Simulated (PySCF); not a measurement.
# M06-L on Rh²⁺ (rhodium, charge +2)

Configuration: [Kr] 4d7, high-spin 4F determinant. Computed with PySCF 2.14 in x2c-SVPall (6s5p5d1f, 53 functions), with the spin-free X2C one-electron Hamiltonian (Gaussian nucleus).

```
Total energy                        : -4782.11 hartree
One-electron energy                 : -6560.45 hartree
Hartree (Coulomb) energy            : 1917.70 hartree
Exchange-correlation energy         : -139.36 hartree
⟨S²⟩                                : 3.7540
⟨L²⟩                                : 12.011
Sum of ⟨r⟩                          : 26.33 bohr
Sum of ⟨r²⟩                         : 30.36 bohr²
Langevin diamagnetic susceptibility : -24.0 ×10⁻⁶ cm³/mol
Time after the integrals            : 2.3 s of wall time on 1 thread of Neoverse-V1 (shared host)
```

```
shell  electrons  mean orbital energy (eV)  spread (eV)  rms radius, mean of both spins (bohr)
 1s α          1                  -23062.5            0                                 0.0375
 1s β          1                  -23062.5            0                                 0.0375
 2s α          1                   -3378.7            0                                  0.154
 2s β          1                   -3378.1            0                                  0.154
 2p α          3                   -3027.7            0                                  0.137
 2p β          3                   -3027.3            0                                  0.137
 3s α          1                   -628.35            0                                  0.416
 3s β          1                   -628.06            0                                  0.416
 3p α          3                   -511.14            0                                  0.420
 3p β          3                   -510.82            0                                  0.420
 3d α          5                   -324.77        0.287                                  0.405
 3d β          5                   -324.22        0.067                                  0.405
 4s α          1                   -107.09            0                                   1.04
 4s β          1                   -103.42            0                                   1.04
 4p α          3                   -74.047            0                                   1.15
 4p β          3                   -70.341        0.001                                   1.15
 4d α          5                   -26.763        0.716                                   1.56
 4d β          2                   -24.716        0.001                                   1.56
```

Densities and radii are taken from the X2C orbitals without a picture-change correction, which distorts them close to the nucleus.
